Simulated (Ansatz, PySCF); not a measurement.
Species: InBr₂ (charge +1, singlet). SMILES: [Br][In+][Br]
Geometry: optimised at B3LYP-D3(BJ)/def2-TZVP (Ansatz, a program for electronic structure).

Property: vertical triplet-singlet gap, E(triplet) - E(singlet), in eV. Set-up: STO-3G and 3-21G all-electron and non-relativistic; open shells spin-unrestricted; each state is the SCF solution reached for its charge and spin; frozen cores in correlated levels (noble-gas shells and the d and f shells of earlier blocks); def2 sets with scalar-relativistic core potentials past Kr; no dispersion term unless named; LANL2DZ with its own core potentials from Na on; spin-orbit terms left out. First-principles rows: single points at B3LYP-D3(BJ) geometries (Ansatz). The spin state of an ion or metal species was assumed, not searched. Levels can end on unlike triplets.

| level | program | vertical triplet-singlet gap, E(triplet) - E(singlet) (eV) |
|---|---|---|
| HF/LANL2DZ | Ansatz | 3.29 |
| PBE/LANL2DZ | Ansatz | 2.90 |
| B3LYP/STO-3G | Ansatz | 4.41 |
| B3LYP/3-21G | Ansatz | 3.35 |
| B3LYP/LANL2DZ | Ansatz | 3.14 |
| M06-2X/LANL2DZ | PySCF | 3.65 |
| MP2/LANL2DZ | Ansatz | 3.75 |
| PBE0/def2-TZVPD | Ansatz | 3.46 |
| wB97M-V/def2-TZVPD | Ansatz | 3.89 |

No value to compare with is used here. The 7 habitual levels span 2.90 (PBE/LANL2DZ) to 4.41 eV (B3LYP/STO-3G); PBE0/def2-TZVPD gives 3.46.

The levels are drawn from those run, B3LYP/6-31G* more often than the rest, none by its result; runs whose electronic state is in doubt are left out.
